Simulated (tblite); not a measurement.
Species: CH8FGeSi2 (doublet state).
Numbering: `[F:1][CH2:2][GeH2:3][SiH:4][SiH3:5]` (hydrogens: H6, H7 on C2; H8, H9 on Ge3; H10 on Si4; H11, H12, H13 on Si5)

Computed with GFN2-xTB (tblite), gas phase: L-BFGS steps from a force-field or distance-geometry start until the largest atomic force falls under 0.01 eV/Å.

Step 36: E = -442.6935 eV
```
atom  x, y, z in Å  |  force x, y, z in eV/Å
F1      2.1548   -0.4071    1.2804   -0.031   0.019  -0.021
C2      2.5346    0.0655    0.0356    0.012   0.003  -0.005
Ge3     0.9150    0.2860   -1.1332    0.029   0.020   0.018
Si4    -0.9366   -1.0765   -0.5713   -0.005   0.026   0.000
Si5    -2.8158    0.0375    0.1782   -0.019   0.007   0.005
H6      3.0488    1.0130    0.2059    0.029  -0.004   0.010
H7      3.2466   -0.6578   -0.3671   -0.005  -0.021   0.012
H8      1.5072    0.1913   -2.5321   -0.033  -0.006   0.026
H9      0.6085    1.7737   -1.0595   -0.013   0.000  -0.021
H10    -0.4010   -2.1218    0.3204    0.007  -0.005  -0.004
H11    -3.0641    1.1601   -0.7365   -0.015  -0.037  -0.015
H12    -2.8505    0.6263    1.5243    0.041  -0.035   0.004
H13    -3.9518   -0.8896    0.1144    0.003   0.032  -0.009
```

Step 37: E = -442.6938 eV
```
atom  x, y, z in Å  |  force x, y, z in eV/Å
F1      2.1520   -0.4028    1.2808   -0.031   0.015  -0.010
C2      2.5353    0.0649    0.0355    0.011   0.002   0.002
Ge3     0.9177    0.2876   -1.1340    0.005   0.025   0.016
Si4    -0.9368   -1.0728   -0.5728   -0.019   0.050  -0.002
Si5    -2.8190    0.0384    0.1799    0.021  -0.018   0.012
H6      3.0527    1.0107    0.2042    0.034   0.002   0.008
H7      3.2448   -0.6623   -0.3642    0.001  -0.024   0.008
H8      1.5104    0.1897   -2.5315   -0.029  -0.007   0.016
H9      0.6140    1.7765   -1.0636   -0.012  -0.006  -0.019
H10    -0.4012   -2.1192    0.3165    0.011  -0.014   0.004
H11    -3.0709    1.1592   -0.7336   -0.020  -0.016  -0.029
H12    -2.8542    0.6248    1.5269    0.041  -0.034   0.003
H13    -3.9492   -0.8943    0.1157   -0.014   0.024  -0.008
```

Step 38: E = -442.6943 eV
```
atom  x, y, z in Å  |  force x, y, z in eV/Å
F1      2.1473   -0.3960    1.2816   -0.029   0.011   0.005
C2      2.5365    0.0640    0.0354    0.012   0.003   0.008
Ge3     0.9220    0.2908   -1.1349   -0.026   0.025   0.014
Si4    -0.9372   -1.0657   -0.5751   -0.024   0.064   0.001
Si5    -2.8232    0.0392    0.1825    0.063  -0.040   0.014
H6      3.0591    1.0072    0.2015    0.039   0.004   0.008
H7      3.2416   -0.6696   -0.3595    0.006  -0.025   0.004
H8      1.5148    0.1868   -2.5306   -0.023  -0.007   0.000
H9      0.6223    1.7809   -1.0701   -0.010  -0.008  -0.016
H10    -0.4017   -2.1153    0.3105    0.011  -0.016   0.006
H11    -3.0817    1.1576   -0.7296   -0.025   0.004  -0.042
H12    -2.8589    0.6220    1.5307    0.040  -0.029   0.005
H13    -3.9451   -0.9013    0.1174   -0.034   0.013  -0.007
```

Step 39: E = -442.6952 eV
```
atom  x, y, z in Å  |  force x, y, z in eV/Å
F1      2.1393   -0.3845    1.2836   -0.025   0.009   0.023
C2      2.5383    0.0624    0.0360    0.015   0.006   0.014
Ge3     0.9286    0.2973   -1.1363   -0.064   0.017   0.008
Si4    -0.9374   -1.0525   -0.5785   -0.015   0.061   0.010
Si5    -2.8288    0.0397    0.1866    0.099  -0.056   0.008
H6      3.0708    1.0009    0.1970    0.043   0.004   0.009
H7      3.2360   -0.6824   -0.3510    0.008  -0.022   0.000
H8      1.5207    0.1816   -2.5297   -0.014  -0.007  -0.019
H9      0.6355    1.7889   -1.0817   -0.005  -0.007  -0.010
H10    -0.4030   -2.1094    0.3005    0.006  -0.005  -0.002
H11    -3.1005    1.1551   -0.7235   -0.027   0.022  -0.048
H12    -2.8651    0.6163    1.5367    0.037  -0.021   0.010
H13    -3.9387   -0.9129    0.1200   -0.057   0.001  -0.004
```

**Question.** Estimate the geometry and energy of step 40. (The exact step hangs on the optimiser's Hessian estimate; all steps are aligned on step 39, rigid shifts and turns removed.)

**Answer.** E = -442.6965 eV, largest force 0.125 eV/Å
```
atom  x, y, z in Å  |  force x, y, z in eV/Å
F1      2.1276   -0.3673    1.2874   -0.016   0.014   0.036
C2      2.5411    0.0601    0.0376    0.020   0.009   0.019
Ge3     0.9372    0.3084   -1.1380   -0.095   0.000  -0.001
Si4    -0.9367   -1.0319   -0.5825    0.006   0.033   0.021
Si5    -2.8352    0.0391    0.1918    0.113  -0.054  -0.008
H6      3.0897    0.9907    0.1910    0.040  -0.002   0.014
H7      3.2273   -0.7015   -0.3376   -0.001  -0.015  -0.006
H8      1.5269    0.1737   -2.5294   -0.005  -0.006  -0.033
H9      0.6536    1.8018   -1.1000    0.004  -0.003   0.000
H10    -0.4057   -2.1018    0.2861   -0.003   0.019  -0.020
H11    -3.1287    1.1515   -0.7151   -0.023   0.026  -0.040
H12    -2.8714    0.6069    1.5449    0.032  -0.010   0.016
H13    -3.9301   -0.9293    0.1235   -0.073  -0.010   0.002
```

The energy changes by -0.0013 eV. The first-order estimate −F·Δx gives -0.0017 eV and the mean of the old and new forces, exact on a quadratic surface, -0.0013 eV. The step makes an angle of 83° with the force vector and moves no atom by more than 0.030 Å.

The cost below is that of the whole relaxation. The run took 1.1 s wall on one thread, Arm Neoverse V1 (aarch64), shared host with 32 logical CPUs at a one-minute load of 65.
